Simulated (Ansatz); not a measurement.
Basis-set series for `ClC1=C(Br)C1`. The species carries charge 0 and has multiplicity 1. The geometry is a stationary point of PBE0-D4/def2-TZVP.

```xyz
7

Cl    1.211    1.795   -1.242
C     0.333    0.627   -0.432
C    -0.792    0.122   -0.066
Br   -2.621    0.153   -0.048
C     0.431   -0.611    0.405
H     0.735   -0.529    1.450
H     0.703   -1.557   -0.067
```

```
functional       basis  functions  energy (Eh)  HOMO (eV)  LUMO (eV)
   PBE0-D4    def2-SVP        102  -3148.65564      -6.98      -0.07
   PBE0-D4  def2-TZVPP        211  -3149.25277      -7.05      -0.27
   ωB97M-V    def2-SVP        102  -3149.02277      -9.04       2.18
   ωB97M-V  def2-TZVPP        211  -3149.62080      -9.14       1.90
```

(1) Give the rows for def2-QZVPP. (Best estimate.)

Results:

(1) Computed: 
```
functional       basis  functions  energy (Eh)  HOMO (eV)  LUMO (eV)
   PBE0-D4  def2-QZVPP        390  -3149.32472      -7.07      -0.33
   ωB97M-V  def2-QZVPP        390  -3149.68969      -9.17       1.69
```

Positive LUMOs are unbound and depend on the basis. Scalar relativity is left out up to krypton.
